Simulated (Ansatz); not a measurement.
Abridged output of a molecular run in Ansatz:

```
Functional definition: HF
1151 factors; integrals over basis functions are off by at most 1.2e-3 eV
mean field evaluation 1: about -16933.9939 eV, gradient 2.4e1 eV
mean field evaluation 2: about -16934.0836 eV, gradient 2.4e1 eV
mean field evaluation 4: about -16936.3801 eV, gradient 3.3e0 eV
mean field evaluation 8: about -16936.4304 eV, gradient 1.8e-1 eV
mean field -16936.43067131 eV, -622.4023472458 hartree, gradient 1.9e-6 eV, S^2 0.000000; 0 other end points of the search recorded, 0 dependent functions left out
11 core orbitals not correlated: weight in the atoms' cores, before any rotation towards them, 1.000 or more for the frozen orbitals, at most 0.000 for the correlated occupied ones
reference -16936.43067131 eV, -622.4023472458 hartree; 17, 17 occupied and 79, 79 virtual orbitals, 1151 factors
second order -12.52412988 eV of doubles, -0.00000000 eV of singles
cycle   1  -13.54760464 eV  change    -1.0e0 eV  update   9.8e-2
cycle   2  -14.00995078 eV  change   -4.6e-1 eV  update   2.9e-2
cycle   3  -14.08946621 eV  change   -8.0e-2 eV  update   1.3e-2
cycle   4  -14.08561606 eV  change    3.9e-3 eV  update   3.8e-3
cycle   5  -14.08480492 eV  change    8.1e-4 eV  update   1.6e-3
cycle   6  -14.08457531 eV  change    2.3e-4 eV  update   5.1e-4
cycle   7  -14.08455663 eV  change    1.9e-5 eV  update   1.7e-4
cycle   8  -14.08458817 eV  change   -3.2e-5 eV  update   5.7e-5
cycle   9  -14.08458774 eV  change    4.2e-7 eV  update   1.9e-5
perturbative correction -0.45897140 eV, -0.0168668878 hartree
Total energy: -16950.97423046 eV, -622.9368131863 hartree
```

Its atoms:

Z-matrix (Å, degrees):
```
B
Te 1 2.461
C 1 1.542 2 61.9
H 1 1.198 2 104.6 3 115.6
H 1 1.197 2 107.0 3 -115.6
Si 2 2.502 1 95.9 3 89.1
H 3 1.087 1 121.8 2 -104.5
H 3 1.087 1 121.2 2 102.1
H 6 1.482 2 109.3 1 13.0
H 6 1.484 2 106.7 1 133.1
H 6 1.485 2 110.2 1 -107.8
```

Problem. Which basis set was used?
A. def2-QZVPP
B. def2-SVPD
C. def2-TZVPPD
D. def2-SVP

Solution. D. It gives 107 functions.

Problem. Write the keys of the input that set method, charge and spin (a neutral closed shell needs none for the last two).

Solution. 
```yaml
correlation: {method: ccsd_t}
```
